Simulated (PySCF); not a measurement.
SMILES CC(=O)[SiH2][SiH2]O, GFN2-xTB optimised geometry.

```
14

C      2.62     0.79     0.00
C      1.11     0.79     0.00
O      0.48     1.83     0.00
Si     0.16    -0.89    -0.01
Si    -1.91    -0.40    -0.91
O     -2.17     1.19    -0.74
H      2.96     0.34    -0.93
H      3.02     1.80     0.09
H      2.97     0.17     0.82
H      0.22    -1.29     1.40
H      1.06    -1.83    -0.71
H     -3.02    -1.06    -0.22
H     -1.97    -0.73    -2.35
H     -1.45     1.77    -0.50
```

Density from CAM-B3LYP/def2-TZVP in PySCF at that geometry.

Minimum of the electron density along straight lines between bonded atoms, close to the bond critical point (lines longer than 1.1 times the sum of covalent radii, or with two minima, are not listed):

| bond | length / Å | ρ at the minimum / e bohr⁻³ | ∇²ρ there / e bohr⁻⁵ | position (fraction from the first atom) |
|---|---|---|---|---|
| C1–C2 | 1.501 | 0.266 | (withheld) | 0.49 |
| C2–O3 | 1.218 | 0.412 | -0.14 | 0.34 |
| C2–Si4 | 1.935 | (withheld) | 0.14 | 0.62 |
| Si4–Si5 | 2.312 | (withheld) | -0.16 | 0.63 |
| Si5–O6 | 1.619 | 0.147 | 0.92 | 0.41 |
| C1–H7 | 1.089 | 0.277 | -0.95 | 0.64 |
| C1–H8 | 1.088 | 0.281 | -0.98 | 0.65 |
| C1–H9 | 1.088 | 0.278 | -0.96 | 0.64 |
| Si4–H10 | 1.470 | 0.123 | 0.18 | 0.49 |
| Si4–H11 | 1.469 | 0.123 | 0.18 | 0.49 |
| Si5–H12 | 1.464 | 0.127 | 0.16 | 0.49 |
| Si5–H13 | 1.470 | 0.126 | 0.16 | 0.49 |
| O6–H14 | 0.963 | 0.347 | -2.42 | 0.82 |

Task: Fill in the missing entries.

Result: 
- C1–C2, ∇²ρ there / e bohr⁻⁵: -0.72
- C2–Si4, ρ at the minimum / e bohr⁻³: 0.113
- Si4–Si5, ρ at the minimum / e bohr⁻³: 0.100
